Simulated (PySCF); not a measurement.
Species: C7H8FO (doublet state).
Numbering: `[CH3:1][O:2][C@@:3]12[CH:4][CH:5]=[C:6]([F:7])[C@@H:8]1[CH2:9]2` (hydrogens: H10, H11, H12 on C1; H13 on C4; H14 on C5; H15 on C8; H16, H17 on C9)

Geometry (GFN2-xTB, Å), atoms numbered from 1 in this order:
```
atom  x, y, z in Å
C1     2.3292    0.2839   -0.3392
O2     1.5471   -0.7965    0.1279
C3     0.2058   -0.4877    0.2768
C4    -0.2505    0.5214    1.2565
C5    -1.3800    1.1606    0.7869
C6    -1.6894    0.6829   -0.4737
F7    -2.6755    1.1368   -1.2584
C8    -0.7795   -0.3807   -0.8901
C9    -0.7733   -1.6071    0.0147
H10    3.3408   -0.1000   -0.4519
H11    1.9639    0.6483   -1.3050
H12    2.3253    1.1133    0.3755
H13    0.2408    0.6978    2.1934
H14   -1.9353    1.9173    1.3099
H15   -0.5283   -0.5164   -1.9307
H16   -1.5925   -1.7534    0.7014
H17   -0.3557   -2.5086   -0.4038
```

The hyperfine couplings belong to this conformer and change with its torsions.

Method used: UKS B3LYP, pcH-1 on C F H O, non-relativistic, mean-field spin-orbit, GIAO (PySCF 2.14.0). One conformer (not necessarily the lowest) at the GFN2-xTB geometry, without solvent, vibrations or thermal averaging. The geometry wasn't refined by DFT: couplings that depend on bond lengths, twists or pyramidal angles can differ widely from those at the functional's own minimum. The SCF solution wasn't tested for stability.

Principal values of hyperfine tensors in MHz (contact and dipolar terms together), for some of the nuclei:

```
atom  isotope      A1      A2      A3
  F7      19F  -68.54  -41.97  396.21
  C6      13C    9.10    9.45  159.41
  C4      13C    2.82    4.57  148.59
  C5      13C  -67.29  -31.86  -30.04
 H13       1H  -65.35  -41.27  -17.03
 H15       1H   24.51   25.50   31.80
  C8      13C  -24.55  -19.66  -18.83
  C3      13C  -18.10  -14.17  -12.26
```

(1) Give the isotropic coupling of each nucleus in MHz and in mT (g = 2.0032), and the anisotropic part.

(2) What spin density at the nucleus of H13 lies behind its contact coupling (g_N = 5.58569)?

(3) C9 (13C, g_N = 1.40482) isn't in the table. Its spin density at the nucleus is 0.02127 bohr⁻³. What is its contact coupling?

(4) Name the largest traceless tensor T of the table and describe it.

(5) In a single crystal, with the field along each principal axis of the tensor of F7 in turn, what first-order splitting does this nucleus give (isotropic g, quadrupole terms neglected)?

Answers

(1) a_iso = (A1 + A2 + A3)/3, Ti = Ai − a_iso; 1 mT corresponds to 28.038 MHz.

```tsv
atom	a_iso (MHz)	a_iso (mT)	T1	T2	T3
F7	95.23	3.397	-163.77	-137.20	300.98
C6	59.32	2.116	-50.22	-49.87	100.09
C4	51.99	1.854	-49.17	-47.43	96.60
C5	-43.06	-1.536	-24.23	11.20	13.03
H13	-41.22	-1.470	-24.14	-0.05	24.19
H15	27.27	0.973	-2.76	-1.77	4.53
C8	-21.01	-0.749	-3.54	1.35	2.18
C3	-14.84	-0.529	-3.26	0.68	2.58
```

(2) a_FC = 800.24 MHz bohr³ × g_N × ρ(0)/(2S). With a_FC = -41.22 MHz and 2S = 1, ρ(0) = -0.009221 bohr⁻³. In magnitude that is 2.9 % of the 1/π = 0.318 of a free hydrogen atom.

(3) By the same relation, a_FC = 23.9 MHz. Its full tensor has the principal values 9.85, 12.43, 49.46 MHz.

(4) F7: -163.8, -137.2, 301.0 MHz, rhombic: the two smaller values differ by 9 % of the largest.

(5) 2 lines (I = 1/2), spaced by |A_i|/(g × 13.996): 2.44, 1.50, 14.13 mT along the axes of A1, A2 and A3.

On an Arm Neoverse V1 with one thread, shared host, this took 94 s (with the writing of density and orbital grids) and 0.97 GiB of memory at its peak.
